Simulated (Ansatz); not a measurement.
`C[BH][Al]([CH3])[F]` + H₂ → `C[BH][AlH][F]` + CH₄ at 700 K and 1 bar (hydrogenolysis of the Al–C bond).

Calculated with Ansatz (gas phase, PBE0-D4/def2-TZVP geometries, no zero-point term in ΔE). CBS: MP2 limit from def2 TZ/QZ plus the TZ coupled-cluster correction, frozen cores. This one scheme is used for every species. Each species was taken in one conformer, which may not be the lowest.

| species | CCSD(T)/CBS energy (Eh) | H − E (kJ/mol) | S (J/(mol·K)) |
| --- | --- | --- | --- |
| `C[BH][Al]([CH3])[F]` | -446.98354 | 316.2 | 526.3 |
| H₂ | -1.17544 | 46.8 | 155.3 |
| `C[BH][AlH][F]` | -407.70477 | 220.2 | 439.7 |
| CH₄ | -40.46206 | 145.9 | 224.0 |

H − E and S are ideal-gas, rigid-rotor, harmonic terms from PBE0-D4/def2-TZVP, for one conformer and one mirror image of each species. The MP2-based limit puts H₂ 0.8 mEh under its directly extrapolated value; such offsets cancel only in part. 1 Eh = 2625.50 kJ/mol, R = 8.31446 J/(mol·K).

Task: By hand: ΔE, ΔH, ΔS and ΔG.

Result: ΔE = (-407.70477) + (-40.46206) − (-446.98354) − (-1.17544) = -0.00785 Eh = -20.6 kJ/mol. Δ(H − E) = 220.2 + 145.9 − 316.2 − 46.8 = 3.1, so ΔH = -17.5 kJ/mol. ΔS = 439.7 + 224.0 − 526.3 − 155.3 = -17.9 J/(mol·K). ΔG = -17.5 − 700 × (-17.9)/1000 = -5.0 kJ/mol.

Task: By hand: the equilibrium constant, and the temperature at which ΔG would vanish if ΔH and ΔS stayed fixed.

Result: log₁₀ K = −ΔG/(RT ln 10) = 0.4. ΔG = 0 at ΔH/ΔS = 978 K, though so small a ΔS makes that figure unsure.

TΔS isn't small against ΔH here. The sign of ΔG lies within the doubt. A doubt of 5 kJ/mol in ΔE shifts log₁₀ K by 0.4 here. Other conformers and mirror images would add mixing entropy, several J/(mol·K) or more a flexible species. Modes under 60 cm⁻¹, often nearly free rotors, make the harmonic entropy too high. These are equilibria of isolated gas molecules and say nothing of rates. Largest T1 diagnostic: 0.012 (customary marks: 0.02 for closed shells, 0.045 for open ones).
